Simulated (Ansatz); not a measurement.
Species: H2Te2, charge 0, multiplicity 1. 
Structure (B3LYP-D3(BJ)/def2-TZVP (Ansatz, a program for electronic structure) minimum search):
```
Te
H 1 1.6675
Te 1 2.7310 2 95.57
H 3 1.6675 1 95.57 2 -89.92
```
Charge 0, spin multiplicity 1.

Basis-set convergence of Hartree-Fock and CCSD(T) correlation energies (hartree) with Ansatz. Cores are frozen in the correlated levels unless marked. No spin-orbit coupling. Frozen are the shells of the preceding noble gas and the d and f shells that filled before the atom's block. In def2 rows, elements after Kr have scalar-relativistic effective core potentials.

| basis | functions | E(HF) | E(corr, CCSD(T)) |
|---|---|---|---|
| def2-SVPD | 86 | -535.16152 | -0.25201 |
| def2-TZVPPD | 152 | -535.18465 | -0.32140 |
| def2-QZVPPD | 248 | -535.18838 | -0.35005 |

Extrapolating the two largest sets (X = 3 and 4) as X^-3: E(corr) = (64·(-0.35005) - 27·(-0.32140))/37 = -0.3710 Eh, an estimate of the basis-set limit. The largest set recovers 94.4 % of it, the smallest 67.9 %.
